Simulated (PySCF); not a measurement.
**Correlation energy of P²⁺ (phosphorus, charge +2)**

[Ne] 3s2 3p1, 2P determinant. Calculation: PySCF 2.14, in 6-31G* (4s3p1d, 18 functions); the non-relativistic Hamiltonian (point nucleus). Frozen: [Ne]; 3 electrons correlated.

MP2 pair energies summed by pair of shells (mhartree):

```tsv
pair	energy	share (%)
3s-3s	-22.80	59.0
3s-3p	-15.87	41.0
```

Total MP2 correlation energy: -38.67 mhartree.

Same-spin part -2.13 and opposite-spin part -36.53 mhartree; SCS-MP2 scales them by 1/3 and 6/5 to -44.55 mhartree.

| level | correlation energy (mhartree) |
| --- | --- |
| CCSD | -57.76 |
| (T) | -0.60 |
| CCSD(T) | -58.36 |

Diagnostics: T1 = 0.0094, D1 = 0.0209, largest double amplitude 0.111.

Cost of the coupled-cluster step: 0.06 s of wall time on 1 thread of Neoverse-V2 (shared host), for 3 correlated electrons.
